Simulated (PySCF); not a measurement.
Removing an electron from `CS[Si@@H]1CC[SiH2]N1`

C3H11NSSi2.
Structure used (PBE0-D3(BJ)/def2-SVP), in Å, numbered top down from 1:
```
atom  x, y, z in Å
C1     3.3231    0.4312   -0.2670
S2     1.8535    1.5054   -0.1917
Si3    0.3502    0.0985    0.4175
C4    -0.6442   -0.6854   -0.9881
C5    -2.1047   -0.8529   -0.5250
Si6   -2.5363    0.6185    0.5854
N7    -0.9382    0.9475    1.2118
H8     3.3034   -0.2227   -1.1499
H9     4.1971    1.0922   -0.3398
H10    3.4178   -0.1804    0.6419
H11    1.0702   -0.9108    1.2639
H12   -0.5848    0.0235   -1.8322
H13   -0.2061   -1.6317   -1.3451
H14   -2.7993   -0.9678   -1.3728
H15   -2.2096   -1.7637    0.0895
H16   -3.5138    0.2689    1.6642
H17   -3.1166    1.7726   -0.1759
H18   -0.7602    1.6066    1.9615
```

Level: CAM-B3LYP/def2-SVPD (PySCF). Frontier orbitals with their largest atomic shares (Löwdin; up to four atoms above 4 %):

```
orbital  ε (eV)                            main atoms
 HOMO−3  -10.02   S2 23 %, Si6 13 %, C5 11 %, H16 9 %
 HOMO−2   -9.54   S2 31 %, C5 14 %, C4 12 %, Si3 12 %
 HOMO−1   -8.76  N7 44 %, S2 14 %, Si6 10 %, Si3 10 %
   HOMO   -8.00                                     ?
   LUMO    0.91   S2 30 %, Si3 14 %, Si6 12 %, C1 7 %
 LUMO+1    1.20  S2 26 %, Si3 15 %, C1 10 %, Si6 10 %
 LUMO+2    1.26    Si6 18 %, C5 12 %, S2 9 %, H15 7 %
```

Problem. What vertical ionisation energy does ΔSCF give, and how far is −ε(HOMO) from it?

Solution. ΔSCF: 8.71 eV (841 kJ/mol; threshold wavelength 142 nm); ⟨S²⟩ of the doublet left behind is 0.757, against 0.75 for a pure doublet. −ε(HOMO) is 8.00 eV, 0.71 eV below it. For the exact functional −ε(HOMO) would equal the first vertical ionisation energy; CAM-B3LYP (range-separated hybrid) falls short of its own ΔSCF value by 8 %.

Problem. On which atoms does the HOMO lie?

Solution. S2 (sulfur bonded to C and Si) 64 %, C1 (S-methyl carbon) 10 %, Si3 (SiH silicon) 8 %, C4 (sp3 carbon bound to silicon) 5 %, so more than half of it is on one atom. The HOMO−1 lies 0.76 eV lower.

Problem. Shift the occupied levels rigidly so that −ε(HOMO) equals the ΔSCF value. What binding energies result?

Solution. The shift is +0.71 eV: HOMO 8.71, HOMO−1 9.47, HOMO−2 10.25, HOMO−3 10.73 eV. A rigid shift is only a rough guide to the deeper ionisations.

Problem. What kinetic energy would electrons from this vertical process carry with He I light (21.218 eV)?

Solution. 21.22 − 8.71 = 12.51 eV.

Problem. How many of the 10 lowest singlet excitations (vertical TDDFT, same level) lie below the ionisation energy?

Solution. All 10; they run from 5.54 to 7.51 eV.

Problem. What total energies stand behind the ΔSCF value?

Solution. E(N) = -1152.46045 Eh and E(N − 1) = -1152.14023 Eh at the same geometry, 0.32022 Eh apart.

Geometry: PBE0-D3(BJ)/def2-SVP, one conformer, isolated molecule.
